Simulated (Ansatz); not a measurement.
Species: SnBr2, charge 0, singlet. SnBr2 (SMILES [Br][Sn][Br]).
B3LYP-D3(BJ)/def2-TZVP minimum from Ansatz (a quantum-chemistry and plane-wave program):
```
Sn
Br 1 2.5459
Br 1 2.5459 2 99.79
```
Charge 0, spin multiplicity 1.

Total energies in hartree (Ansatz). Radicals and triplets start from unrestricted determinants; spin-orbit coupling is neglected. Correlated methods leave the cores frozen (noble-gas shells, and filled d and f shells in the p block). Past Kr the def2 sets carry scalar-relativistic core potentials. Spin-orbit terms, left out, reach several kcal/mol for Br and I, and more for heavier atoms.

| species | HF/def2-TZVPP | CCSD(T)/def2-TZVPP | HF/def2-QZVPP | CCSD(T)/def2-QZVPP | CCSDT(Q)/def2-TZVPP |
|---|---|---|---|---|---|
| 1: SnBr2 (SMILES [Br][Sn][Br]) | -5358.31233 | -5358.75925 | -5358.41296 | -5358.90361 | -5358.76145 |
| 2: Sn (triplet) | -213.33992 | -213.39742 | -213.34066 | -213.40091 | -213.39789 |
| 3: Br (doublet) | -2572.39810 | -2572.55635 | -2572.44770 | -2572.62201 | -2572.55702 |

Question: Work out the atomisation energy (electronic, to ground-state atoms) in kcal/mol: take Hartree-Fock from def2-QZVPP, extrapolate the CCSD(T) correlation energy as X^-3 (X = 3, 4), and add CCSDT(Q) - CCSD(T) in def2-TZVPP. 1 hartree = 627.51 kcal/mol.

Answer: 
Species 1: correlation (64·(-0.49065) - 27·(-0.44692))/37 = -0.52256; step -0.00220; E1 = -5358.41296 + (-0.52256) + (-0.00220) = -5358.93772
Species 2: correlation (64·(-0.06025) - 27·(-0.05750))/37 = -0.06226; step -0.00047; E2 = -213.34066 + (-0.06226) + (-0.00047) = -213.40339
Species 3: correlation (64·(-0.17431) - 27·(-0.15825))/37 = -0.18603; step -0.00067; E3 = -2572.44770 + (-0.18603) + (-0.00067) = -2572.63440
-1·E1 +1·E2 +2·E3 = 0.26553 hartree = 166.6 kcal/mol.
